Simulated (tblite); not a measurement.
Record of a relaxation.

C6H11N2P.
Numbering: `[CH3:1][CH2:2][CH2:3][n:4]1[n:5][cH:6][p:7][c:8]1[CH3:9]` (hydrogens: H10, H11, H12 on C1; H13, H14 on C2; H15, H16 on C3; H17 on C6; H18, H19, H20 on C9)

Computed with GFN2-xTB (tblite), gas phase: L-BFGS steps from a force-field or distance-geometry start until the largest atomic force falls under 0.01 eV/Å. 8 of its 79 geometries are shown.

Step 0: E = -728.5887 eV, largest atomic force 4.932 eV/Å
```
atom  x, y, z in Å  |  force x, y, z in eV/Å
C1      2.359    0.168   -0.352   -0.004   0.315  -0.217
C2      1.462   -0.907    0.258    1.897  -1.049   0.086
C3      0.422   -0.368    1.178   -1.336   0.941   0.480
N4     -0.512    0.572    0.468    0.136  -2.726   0.721
N5     -0.303    1.815    0.407    3.621   2.894   1.684
C6     -1.111    2.630   -0.210   -1.267  -1.863  -0.456
P7     -2.419    1.622   -0.828   -0.330  -1.582   0.057
C8     -1.613    0.093   -0.100   -1.909   2.060  -1.613
C9     -2.091   -1.330   -0.158   -1.321   0.257   0.389
H10     2.637    0.907    0.439   -0.314  -0.447  -0.880
H11     3.292   -0.285   -0.746   -0.635   0.328   0.156
H12     1.796    0.631   -1.188    0.619   0.135   0.590
H13     1.052   -1.561   -0.521   -0.087   0.263   0.114
H14     2.167   -1.543    0.862   -0.761   0.207  -0.251
H15    -0.209   -1.183    1.579    0.248   0.320  -0.205
H16     0.883    0.123    2.054   -0.188   0.201  -0.533
H17    -0.974    3.711   -0.300    0.101  -0.870   0.206
H18    -1.991   -1.839    0.828    0.302   0.213  -0.729
H19    -3.211   -1.341   -0.335    1.170   0.220  -0.049
H20    -1.639   -1.905   -0.978    0.057   0.184   0.452
```

Step 11: E = -729.6051 eV, largest atomic force 0.131 eV/Å
```
atom  x, y, z in Å  |  force x, y, z in eV/Å
C1      2.356    0.166   -0.356   -0.025  -0.016   0.017
C2      1.498   -0.928    0.269   -0.022  -0.021   0.035
C3      0.396   -0.369    1.177   -0.008   0.009   0.012
N4     -0.507    0.516    0.488    0.005  -0.032   0.031
N5     -0.206    1.804    0.464   -0.028   0.005  -0.033
C6     -1.113    2.475   -0.190   -0.077   0.000  -0.051
P7     -2.449    1.528   -0.831    0.040   0.091   0.022
C8     -1.653    0.157   -0.127    0.046   0.015   0.013
C9     -2.123   -1.256   -0.159   -0.005   0.031  -0.010
H10     2.625    0.910    0.389    0.027  -0.018   0.013
H11     3.266   -0.262   -0.769   -0.008   0.009  -0.024
H12     1.823    0.674   -1.157   -0.041   0.006   0.026
H13     1.050   -1.543   -0.514    0.011   0.018   0.003
H14     2.119   -1.577    0.890    0.021  -0.003  -0.032
H15    -0.184   -1.192    1.601    0.104   0.021   0.076
H16     0.850    0.208    1.989   -0.006  -0.002  -0.054
H17    -1.001    3.541   -0.291    0.020  -0.040   0.012
H18    -1.952   -1.755    0.796   -0.068  -0.013  -0.042
H19    -3.189   -1.269   -0.373    0.018  -0.039  -0.040
H20    -1.607   -1.819   -0.938   -0.005  -0.019   0.024
```

Step 22: E = -729.6203 eV, largest atomic force 0.093 eV/Å
```
atom  x, y, z in Å  |  force x, y, z in eV/Å
C1      2.346    0.165   -0.353   -0.002   0.022  -0.008
C2      1.497   -0.933    0.275    0.012  -0.008  -0.024
C3      0.412   -0.357    1.191    0.016  -0.042   0.015
N4     -0.514    0.503    0.497    0.018  -0.020   0.015
N5     -0.207    1.790    0.467   -0.018   0.008  -0.009
C6     -1.108    2.467   -0.188   -0.038  -0.005  -0.020
P7     -2.448    1.529   -0.823   -0.008  -0.001  -0.011
C8     -1.661    0.149   -0.123    0.029   0.019  -0.011
C9     -2.139   -1.262   -0.178    0.048   0.027   0.016
H10     2.653    0.882    0.404    0.043  -0.011   0.007
H11     3.234   -0.256   -0.817   -0.032   0.000  -0.024
H12     1.779    0.702   -1.109    0.000   0.021  -0.007
H13     1.041   -1.538   -0.510   -0.032  -0.016   0.001
H14     2.129   -1.590    0.877   -0.029   0.022   0.014
H15    -0.133   -1.168    1.678   -0.041  -0.008   0.010
H16     0.888    0.264    1.955   -0.017  -0.015   0.001
H17    -0.981    3.530   -0.291    0.003   0.007   0.006
H18    -2.019   -1.757    0.786   -0.049  -0.013  -0.012
H19    -3.193   -1.278   -0.456    0.091   0.012   0.017
H20    -1.582   -1.831   -0.924    0.005   0.001   0.023
```

Step 33: E = -729.6345 eV, largest atomic force 0.150 eV/Å
```
atom  x, y, z in Å  |  force x, y, z in eV/Å
C1      2.322    0.160   -0.365    0.038   0.032  -0.001
C2      1.476   -0.932    0.276    0.033   0.010  -0.017
C3      0.415   -0.347    1.213    0.009  -0.008  -0.012
N4     -0.507    0.515    0.519   -0.029   0.039  -0.006
N5     -0.215    1.805    0.479    0.006  -0.024   0.050
C6     -1.117    2.466   -0.193    0.067   0.020   0.057
P7     -2.432    1.508   -0.840   -0.061  -0.046  -0.045
C8     -1.635    0.144   -0.119   -0.037   0.020  -0.021
C9     -2.106   -1.269   -0.184    0.043   0.023   0.016
H10     2.747    0.802    0.403    0.023   0.002   0.002
H11     3.136   -0.276   -0.940   -0.046   0.002  -0.015
H12     1.724    0.785   -1.026    0.001  -0.045   0.013
H13     1.000   -1.537   -0.498   -0.030   0.013  -0.007
H14     2.115   -1.587    0.867    0.030  -0.055   0.026
H15    -0.135   -1.145    1.714   -0.053  -0.054  -0.026
H16     0.904    0.268    1.971    0.028   0.052   0.009
H17    -0.998    3.529   -0.295   -0.009   0.028  -0.019
H18    -2.104   -1.752    0.794   -0.032   0.077   0.014
H19    -3.123   -1.261   -0.573    0.077  -0.129  -0.002
H20    -1.474   -1.865   -0.845   -0.057   0.039  -0.016
```

Step 45: E = -729.6474 eV, largest atomic force 0.037 eV/Å
```
atom  x, y, z in Å  |  force x, y, z in eV/Å
C1      2.310    0.151   -0.374   -0.007  -0.007   0.002
C2      1.459   -0.930    0.281   -0.013   0.004  -0.003
C3      0.408   -0.338    1.227   -0.014   0.013   0.002
N4     -0.516    0.530    0.539   -0.004  -0.004  -0.017
N5     -0.236    1.823    0.515    0.002  -0.005  -0.010
C6     -1.125    2.476   -0.182    0.003  -0.004  -0.013
P7     -2.412    1.504   -0.875    0.008   0.016  -0.001
C8     -1.622    0.149   -0.135   -0.015  -0.001   0.008
C9     -2.066   -1.271   -0.187    0.009  -0.003   0.012
H10     2.861    0.717    0.373   -0.022  -0.014   0.026
H11     3.022   -0.292   -1.065   -0.002  -0.017  -0.004
H12     1.681    0.846   -0.925    0.015   0.006  -0.010
H13     0.959   -1.518   -0.491    0.013   0.002  -0.022
H14     2.092   -1.607    0.858    0.000   0.012  -0.007
H15    -0.149   -1.139    1.720    0.006   0.001   0.001
H16     0.903    0.274    1.984    0.002   0.018  -0.007
H17    -1.014    3.540   -0.293   -0.006  -0.005   0.030
H18    -2.172   -1.690    0.815    0.008  -0.004   0.014
H19    -3.031   -1.328   -0.685    0.021   0.009  -0.012
H20    -1.356   -1.886   -0.741   -0.004  -0.017   0.010
```

Step 56: E = -729.6488 eV, largest atomic force 0.021 eV/Å
```
atom  x, y, z in Å  |  force x, y, z in eV/Å
C1      2.309    0.148   -0.374    0.007  -0.014   0.006
C2      1.452   -0.931    0.274   -0.004  -0.004   0.004
C3      0.406   -0.335    1.222    0.010  -0.001   0.007
N4     -0.518    0.531    0.534    0.005  -0.006  -0.007
N5     -0.238    1.823    0.514   -0.011  -0.001   0.006
C6     -1.127    2.478   -0.181   -0.012  -0.005   0.000
P7     -2.412    1.506   -0.878   -0.012   0.015  -0.008
C8     -1.622    0.149   -0.140   -0.013   0.014   0.007
C9     -2.061   -1.273   -0.184    0.003   0.003   0.004
H10     2.862    0.699    0.383    0.001   0.007  -0.006
H11     3.016   -0.300   -1.067    0.014   0.012  -0.004
H12     1.690    0.855   -0.922    0.012  -0.014   0.005
H13     0.953   -1.516   -0.501    0.003   0.006   0.001
H14     2.085   -1.608    0.851   -0.013  -0.006  -0.012
H15    -0.148   -1.132    1.724   -0.003   0.007  -0.004
H16     0.905    0.285    1.971    0.014  -0.004   0.008
H17    -1.022    3.544   -0.275   -0.007  -0.005  -0.006
H18    -2.181   -1.679    0.821   -0.004   0.003   0.010
H19    -3.017   -1.339   -0.698    0.011   0.006  -0.009
H20    -1.339   -1.894   -0.716   -0.002  -0.013  -0.003
```

Step 67: E = -729.6501 eV, largest atomic force 0.023 eV/Å
```
atom  x, y, z in Å  |  force x, y, z in eV/Å
C1      2.322    0.140   -0.370    0.006  -0.001   0.003
C2      1.448   -0.935    0.262    0.007   0.000  -0.007
C3      0.410   -0.329    1.214    0.019  -0.012  -0.006
N4     -0.516    0.536    0.527    0.002  -0.001   0.004
N5     -0.247    1.831    0.512    0.003  -0.003   0.002
C6     -1.145    2.482   -0.175    0.003  -0.002   0.006
P7     -2.424    1.503   -0.873   -0.015   0.008  -0.008
C8     -1.621    0.150   -0.143   -0.009   0.011   0.005
C9     -2.057   -1.273   -0.178   -0.004  -0.004   0.003
H10     2.862    0.688    0.398    0.003   0.004  -0.013
H11     3.044   -0.306   -1.051   -0.014  -0.002   0.011
H12     1.714    0.848   -0.927    0.019  -0.003   0.005
H13     0.943   -1.503   -0.521   -0.004   0.010   0.003
H14     2.067   -1.631    0.832   -0.004   0.008   0.000
H15    -0.145   -1.119    1.724   -0.002  -0.004  -0.004
H16     0.919    0.291    1.956   -0.004   0.003   0.004
H17    -1.050    3.550   -0.264   -0.001  -0.001  -0.008
H18    -2.203   -1.661    0.831   -0.010  -0.006   0.003
H19    -3.000   -1.345   -0.715    0.003  -0.005  -0.001
H20    -1.325   -1.905   -0.682    0.001   0.002  -0.003
```

Step 78: E = -729.6507 eV, largest atomic force 0.010 eV/Å
```
atom  x, y, z in Å  |  force x, y, z in eV/Å
C1      2.336    0.137   -0.368    0.002   0.002   0.000
C2      1.446   -0.931    0.256    0.006  -0.003  -0.007
C3      0.411   -0.325    1.210    0.007  -0.001  -0.006
N4     -0.519    0.539    0.527   -0.002   0.001   0.002
N5     -0.252    1.833    0.509    0.004   0.000  -0.002
C6     -1.155    2.483   -0.174    0.000  -0.002   0.004
P7     -2.437    1.502   -0.863   -0.004   0.005   0.000
C8     -1.628    0.150   -0.136   -0.002   0.002  -0.001
C9     -2.059   -1.275   -0.173    0.000  -0.004   0.000
H10     2.879    0.679    0.402    0.000  -0.007   0.004
H11     3.054   -0.319   -1.045   -0.003   0.006   0.001
H12     1.740    0.853   -0.928    0.001  -0.001   0.003
H13     0.936   -1.486   -0.534   -0.001  -0.002  -0.006
H14     2.056   -1.638    0.821    0.003   0.002   0.005
H15    -0.142   -1.118    1.721    0.000   0.005  -0.003
H16     0.921    0.294    1.952   -0.007   0.000   0.005
H17    -1.061    3.550   -0.266    0.000  -0.006  -0.004
H18    -2.229   -1.659    0.834   -0.004   0.003   0.004
H19    -2.988   -1.353   -0.733   -0.003   0.001   0.003
H20    -1.312   -1.906   -0.654    0.001  -0.004  -0.002
```

**Question.** Summarise the path.

**Answer.** The energy falls by 24.49 kcal/mol from step 0 to step 78; nine tenths of that is first reached at step 5. It falls at every step. The largest force goes from 4.932 to 0.010 eV/Å. Among the bonds P7–C8 changes most, from 1.875 to 1.735 Å; the atoms move by 0.235 Å rms after alignment.

**Question.** Follow the three bonds and two angles with the largest change from start to end.

**Answer.** 
```tsv
step	E above end (kcal/mol)	largest force (eV/Å)	P7–C8 (Å)	C3–N4 (Å)	N4–N5 (Å)	N4–N5–C6 (°)	N5–C6–P7 (°)
0	24.49	4.932	1.875	1.504	1.262	122.4	105.5
3	4.55	0.956	1.730	1.455	1.339	111.2	113.9
7	1.45	0.266	1.742	1.436	1.321	110.7	116.0
10	1.09	0.168	1.734	1.440	1.322	110.7	115.6
14	0.94	0.089	1.736	1.440	1.323	110.7	115.8
17	0.84	0.105	1.737	1.444	1.324	111.0	115.8
20	0.75	0.084	1.735	1.445	1.323	110.9	115.6
24	0.66	0.097	1.737	1.441	1.323	111.0	115.6
27	0.60	0.077	1.736	1.442	1.322	110.9	115.6
31	0.46	0.131	1.736	1.440	1.322	110.8	115.6
34	0.31	0.129	1.737	1.441	1.324	111.0	115.6
37	0.19	0.101	1.734	1.443	1.323	110.8	115.7
41	0.12	0.054	1.735	1.442	1.324	110.8	115.7
44	0.08	0.045	1.735	1.442	1.323	110.8	115.7
47	0.07	0.032	1.735	1.442	1.322	110.8	115.6
51	0.05	0.018	1.736	1.441	1.322	110.8	115.7
54	0.05	0.025	1.735	1.441	1.322	110.8	115.6
58	0.04	0.026	1.735	1.441	1.322	110.8	115.6
61	0.03	0.031	1.735	1.442	1.322	110.8	115.7
64	0.02	0.023	1.735	1.442	1.322	110.8	115.7
68	0.01	0.020	1.735	1.441	1.322	110.8	115.6
71	0.01	0.018	1.735	1.442	1.322	110.7	115.7
75	0.00	0.017	1.735	1.441	1.322	110.8	115.7
78	0.00	0.010	1.735	1.441	1.322	110.8	115.6
```

What follows is the cost of the whole relaxation. Hardware: Arm Neoverse V1, one thread, shared host. Cost: 0.61 s.
